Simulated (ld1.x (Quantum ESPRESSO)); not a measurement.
**Varying the ultrasoft potential for Si**

Base potential:

Si (Z = 14), ultrasoft, made with ld1.x (Quantum ESPRESSO) 7.5 (PBE, non-relativistic). Core [Ne], reference 3s1 3p3. Waves: 3s (bound): rcut 1.45, rcutus 1.70 bohr; 3s channel at 0.2 Ry: rcut 1.45, rcutus 1.70 bohr; 3p (bound): rcut 1.60, rcutus 2.05 bohr; 3p channel at 0.1 Ry: rcut 1.60, rcutus 2.05 bohr. Local part: all-electron potential smoothed inside 1.30 bohr (lloc = -1). Core correction: a·sin(br)/r model core inside 0.85 bohr. Augmentation charge: PSQ, radius 1.60 bohr.

All-electron outer shells of the reference configuration (PBE, non-relativistic, ld1.x):

```
shell  level (eV)  outermost node (bohr)  outermost maximum (bohr)
   2p      -97.22                      –                      0.39
   3s      -11.51                   0.72                      1.77
   3p       -4.67                   0.72                      2.11
```

Cutoffs, loose and tight: the cutoffs (Ry, on a coarse ladder) from which the occupation-weighted sum of valence levels, in a spherical-Bessel basis at the reference potential, stays within 10 and 1 mRy of its value at 400 Ry. They do not see the model core or the augmentation charge, which bear on the density cutoff. Test errors are all-electron minus pseudo excitation energies from the reference, over the configurations 3s2 3p2; 3s2 3p1; 3s2 3p0; 3s1 3p2; 3s2 3p1.5; 3s2 3p2.3; 3s0 3p4. A dash means not determined; rows that change the core or the reference have their own tests.

| change | outcome | cutoff, loose | cutoff, tight | bound ghosts | largest test error (meV) |
| --- | --- | --- | --- | --- | --- |
| base | generated | 10 Ry | 15 Ry | none | +6.0 |
| scalar-relativistic | generated | 10 Ry | 15 Ry | none | +5.1 |
| core correction a·sin(br)/r model core inside 0.66 bohr | generated | 10 Ry | 15 Ry | none | +6.0 |
| wave 3p channel at 0.1 Ry: rcut 1.60, rcutus 2.05 bohr becomes 3p channel at -0.1 Ry: rcut 1.60, rcutus 2.05 bohr | generated | 10 Ry | 15 Ry | none | +6.0 |
| augmentation PSQ, radius 1.45 bohr | generated | 10 Ry | 15 Ry | none | +6.6 |
| waves 3p (bound): rcut 1.60, rcutus 1.90 bohr; 3p channel at 0.1 Ry: rcut 1.60, rcutus 1.90 bohr | generated | 10 Ry | 15 Ry | none | +5.0 |
| local potential all-electron potential smoothed inside 1.10 bohr (lloc = -1) | generated | 10 Ry | 15 Ry | none | +6.0 |
| waves 3p (bound): rcut 1.60, rcutus 2.38 bohr; 3p channel at 0.1 Ry: rcut 1.60, rcutus 2.38 bohr | generated | 10 Ry | 15 Ry | none | +6.2 |

Q: What comes out with this change to the base: waves 3s (bound): rcut 1.04, rcutus 1.10 bohr; 3s channel at 0.2 Ry: rcut 1.04, rcutus 1.10 bohr?

A: outcome: failed: compute_q_3bess: problem with the q_i coefficients. Cause: no Bessel wave vectors were found for the pseudised augmentation function at its matching radius.

Q: What comes out with this change to the base: all radii but the core radius scaled by about 1.34 (s 2.28, p 2.76 bohr, rcut 1.94/2.16); local potential all-electron potential smoothed inside 1.74 bohr (lloc = -1); augmentation PSQ, radius 2.16 bohr?

A: outcome: failed: chargeps: negative rho. Cause: the spherical valence density built from the smooth waves and the augmentation charge turned negative at some radius.
